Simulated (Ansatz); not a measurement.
SiSe₂⁻. The state is a doublet with charge -1. Geometry PBE-D4/def2-TZVP, that of the neutral singlet; atoms count from 1.

```xyz
3

Si    0.0000    0.0000    0.0000
Se    0.7771   -1.8775   -0.4145
Se   -0.7771    1.8775    0.4145
```

The highest occupied level of the charge -1 doublet lies above zero (up to 0.64 eV). By energy differences its removal costs 0.92 eV (vertical, to the charge 0 singlet, at PBE0-D4/def2-TZVPD); a positive level beside a positive removal energy at the same level points to self-interaction error. The structure comes from a short search, and lower isomers may exist.

Problem. Estimate the Mulliken populations from the PBE0/def2-TZVPD orbitals of Ansatz.

Solution. 
```tsv
atom	charge (e)	spin (α − β)
Si1	-0.27	1.15
Se2	-0.36	-0.08
Se3	-0.36	-0.08
```
Mulliken values and Mayer orders depend strongly on the basis. With diffuse functions, as here, like atoms can get unlike values, and bond orders can come out too low or too high.

Problem. Where does the spin sit?

Solution. Summed by element: Si 1.15, Se -0.15, of 1 unpaired in all. Largest on single atoms: Si1 1.15, Se2 -0.08, Se3 -0.08.

Problem. And the Mayer bond orders between bonded heavy atoms (over 0.3)?

Solution. Si1–Se2 1.54 (2.07 Å); Si1–Se3 1.54 (2.07 Å).
